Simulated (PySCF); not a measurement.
**Vertical excitation energies**

Compound: C7H12BN.
Cartesian coordinates in Å at the PBE0-D3(BJ)/def2-SVP level; atoms count from 1:
```xyz
21
C7H12BN angstrom
C      2.997    2.757   -0.642
C      2.023    1.677   -0.620
C      1.213    0.765   -0.618
B      0.199   -0.434   -0.610
C      0.673   -1.735    0.241
C     -0.313   -2.895    0.250
N     -1.117    0.101    0.067
C     -2.077    0.460    0.587
C     -3.287    0.920    1.232
H      3.517    2.809   -1.612
H      2.517    3.735   -0.474
H      3.766    2.628    0.138
H     -0.184   -0.738   -1.739
H      1.624   -2.056   -0.219
H      0.932   -1.442    1.274
H     -1.273   -2.616    0.719
H      0.065   -3.771    0.803
H     -0.547   -3.227   -0.775
H     -3.401    2.002    1.077
H     -4.158    0.402    0.806
H     -3.238    0.714    2.311
```

Theory: PySCF 2.14.0, density-fitted response routines, TDDFT PBE0/def2-SVPD, vertical, gas phase, core orbitals frozen in the response.

```csv
state,E (eV),ν̃ (cm⁻¹),f,|μ| (D),"main configurations (H = HOMO, L = LUMO)"
S1,4.45,35920,0.0020,0.35,H→L (98%)
S2,4.64,37440,0.029,1.29,H→L+1 (99%)
S3,4.91,39620,0.024,1.15,H-1→L (98%)
S4,4.96,40000,0.0007,0.19,H-1→L+1 (99%)
S5,5.22,42110,0.0025,0.35,H→L+2 (98%)
S6,5.61,45270,0.0079,0.61,H-1→L+2 (97%)
S7,5.90,47610,0.0021,0.31,H-2→L (85%)
S8,6.11,49270,0.034,1.22,"H-2→L+1 (74%), H-3→L (17%)"
S9,6.21,50090,0.0064,0.52,"H→L+3 (76%), H→L+4 (10%)"
S10,6.28,50650,0.0020,0.29,"H→L+7 (26%), H→L+8 (17%), H→L+5 (17%)"
```

Triplets (Tamm–Dancoff): T1 4.35 eV, H→L (96%); T2 4.41 eV, H→L+1 (93%); T3 4.62 eV, H-1→L (83%); T4 4.90 eV, H-1→L+1 (99%).

The lowest singlet lies at 4.45 eV (278 nm, ultraviolet) and is very weak; its leading configuration is HOMO→LUMO (98%). The strongest level in the table is S8 at 6.11 eV (203 nm, f = 0.034). Löwdin shares by element: HOMO carbon 70% or more, boron 9% (atoms not listed hold the other 21%); LUMO carbon 47% or more, nitrogen 33%, hydrogen 7% or more. The listed states span 1.83 eV, and the widest gap between neighbours is 0.39 eV (S5 to S6). Orbital energies (eV): HOMO-3 -8.26, HOMO-2 -7.77, HOMO-1 -6.50, HOMO -6.13, LUMO -0.63, LUMO+1 -0.59, LUMO+2 -0.19. Of the 10 states listed, 3 reach f = 0.01 and none stays under 0.0005. No computed singlet lies in the visible range (380 to 750 nm); the lowest, at 278 nm, stands 1.19 eV above its violet end (3.26 eV). All these states lie below the vertical ionisation energy of 7.94 eV (ΔSCF). The window holds the lowest 10 singlets.

Hardware: one thread of an INTEL XEON PLATINUM 8581C at 2.30 GHz, on a shared host. Cost: 3.2 min wall, 1.2 GiB resident at most.

One conformer stands for the species.
